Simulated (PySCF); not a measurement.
# `CNN1CCCC1`: 4 charge schemes on one density

Compound: C₅H₁₂N₂.
Cartesian coordinates in Å at the GFN2-xTB level; atoms count from 1:
```xyz
19
C5H12N2 angstrom
C      2.6402   -0.3152   -0.4235
N      1.3845    0.3332   -0.7341
N      0.4450    0.1785    0.3079
C     -0.3656   -1.0387    0.2463
C     -1.7030   -0.6261   -0.3729
C     -1.9080    0.7535    0.2478
C     -0.4815    1.3150    0.3464
H      2.5707   -1.4082   -0.3283
H      2.9985    0.0900    0.5207
H      3.3531   -0.0748   -1.2107
H      1.0225   -0.0056   -1.6310
H      0.1512   -1.8195   -0.3155
H     -0.5188   -1.3954    1.2699
H     -2.5072   -1.3216   -0.1419
H     -1.6103   -0.5474   -1.4586
H     -2.5580    1.3929   -0.3463
H     -2.3408    0.6477    1.2430
H     -0.3288    1.8675    1.2765
H     -0.2532    1.9834   -0.4881
```

Density: PBE0/pcSseg-1 (PySCF); schemes: Mulliken, IAO, Hirshfeld and ESP-fitted. Isolated species at its GFN2-xTB geometry (one conformer only). GFN2-xTB frequencies show an imaginary mode (34i cm⁻¹), so this geometry is no minimum at that level.

**Question.** Tabulate the Mulliken, IAO, Hirshfeld and ESP-fitted charges.

**Answer.** In e:

```tsv
atom	environment	Mulliken	IAO	Hirshfeld	ESP-fitted
C1	N-methyl carbon	-0.079	-0.301	-0.084	-0.257
N2	hydrazine nitrogen	-0.341	-0.316	-0.123	-0.515
N3	hydrazine nitrogen	-0.489	-0.194	-0.062	-0.218
C4	sp3 carbon bound to nitrogen	-0.018	-0.171	-0.036	-0.232
C5	ring CH2 carbon	-0.238	-0.275	-0.078	+0.052
C6	ring CH2 carbon	-0.279	-0.277	-0.074	-0.193
C7	sp3 carbon bound to nitrogen	+0.058	-0.164	-0.035	+0.285
H8	methyl hydrogen	+0.080	+0.104	+0.024	+0.095
H9	methyl hydrogen	+0.113	+0.155	+0.040	+0.140
H10	methyl hydrogen	+0.104	+0.141	+0.042	+0.122
H11	N–H hydrogen	+0.156	+0.208	+0.094	+0.354
H12	methylene hydrogen	+0.115	+0.135	+0.039	+0.133
H13	methylene hydrogen	+0.117	+0.135	+0.035	+0.117
H14	methylene hydrogen	+0.121	+0.140	+0.041	+0.013
H15	methylene hydrogen	+0.110	+0.126	+0.033	+0.025
H16	methylene hydrogen	+0.125	+0.141	+0.041	+0.043
H17	methylene hydrogen	+0.118	+0.133	+0.037	+0.066
H18	methylene hydrogen	+0.119	+0.139	+0.034	-0.020
H19	methylene hydrogen	+0.107	+0.141	+0.032	-0.012
```

Mean size of the charges over all atoms: IAO 0.179 e, ESP-fitted 0.152 e, Mulliken 0.152 e, Hirshfeld 0.052 e. Each set sums to the total charge, 0, to within 0.001 e. The ESP scheme is a least-squares fit of atom-centred charges to the potential on four shells outside the van der Waals surface, with the total charge fixed.

Lowest charge. The schemes don't all agree: Mulliken N3 (-0.489); IAO N2 (-0.316); Hirshfeld N2 (-0.123); ESP-fitted N2 (-0.515).

Highest charge. All schemes agree: Mulliken H11 (+0.156); IAO H11 (+0.208); Hirshfeld H11 (+0.094); ESP-fitted H11 (+0.354).

**Question.** How many electrons does the Mulliken scheme count on C1?

**Answer.** Z − q = 6 − (-0.079) ≈ 6.078.

**Question.** Sum the charges by element.

**Answer.** 
```csv
element,atoms,Mulliken,IAO,Hirshfeld,ESP-fitted
C,5,-0.556,-1.188,-0.308,-0.345
N,2,-0.830,-0.510,-0.184,-0.733
H,12,+1.386,+1.698,+0.492,+1.078
```
